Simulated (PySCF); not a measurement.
**Which determinant of CaAs⁺ lies lowest?**

Unrestricted PBE0; basis Ca aug-pcseg-1, As aug-pcseg-1; no relativity; PySCF 2.14. Outer shells of the fragments: Ca+ 4s1; As 3d10 4s2 4p3.

Followed along the bond (rough minima from three points):

```
2Ms+1  unpaired  ⟨S²⟩ at the start  R at minimum (Å)  Te (eV)
    3      π ↑↑               2.02              2.76     0.00
    1      π ↑↓               1.01              2.75     0.31
    3  σ ↑, π ↑               2.02              2.58     0.80
    1  σ ↓, π ↑               1.02              2.58     1.14
    1      none               0.00              2.75     1.23
```

Solutions found at the starting distance of 2.865 Å, counted from the lowest of them; the search is not exhaustive and high or unbound solutions are not listed, so other states can lie among these:

| 2Ms+1 | unpaired | term | E (eV) | ⟨S²⟩ | ⟨Lz²⟩ | μ (D) |
| --- | --- | --- | --- | --- | --- | --- |
| 3 | π ↑↑ | ³Σ⁻ | 0.00 | 2.02 | 0.00 | -11.92 |
| 1 | π ↑↓ | mixed | 0.33 | 1.01 | 2.01 | -12.04 |
| 3 | σ ↑, π ↑ | ³Π | 1.01 | 2.02 | 1.01 | -12.63 |
| 1 | none | mixed | 1.25 | 0.00 | 2.00 | -11.92 |
| 1 | σ ↓, π ↑ | mixed | 1.33 | 1.02 | 1.02 | -12.58 |
| 5 | σ ↑↑, π ↑↑ | ⁵Σ⁻ | 1.55 | 6.00 | 0.00 | -5.04 |

A term symbol is given only where ⟨S²⟩ and ⟨Lz²⟩ are close to those of a pure state; real π, δ and φ orbitals otherwise mix terms. A positive dipole points towards As; it is taken about the centre of mass and depends on that origin.

Spin–orbit coupling is left out. Counting both spins, an empty level lies below a filled one in some of these solutions, because spin and occupation are held.
